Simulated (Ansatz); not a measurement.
Ansatz (a quantum-chemistry and plane-wave program) input:

Ansatz 0.2 input:
```yaml
crystal:
  periodic: [false, false, false]
  atoms:
    - {symbol: V, position_ang: [-0.85378889, -0.60744050, -0.66675853]}
    - {symbol: I, position_ang: [0.78157877, 0.64156313, 0.70983138]}
basis:
  gaussian:
    orbitals: def2-TZVP
hamiltonian:
  xc: b3lyp
  dispersion: d3bj
magnetization: {spin_polarized: true, initial_magnetization: 4}
relax: {f_tol: 0.002, max_steps: 150}
```

### Question
What final total energy does it print?

### Answer
-1241.81916 Eh (B3LYP-D3(BJ)/def2-TZVP). The basis has 95 functions.

The spin state was set by rule; other spins were not relaxed.
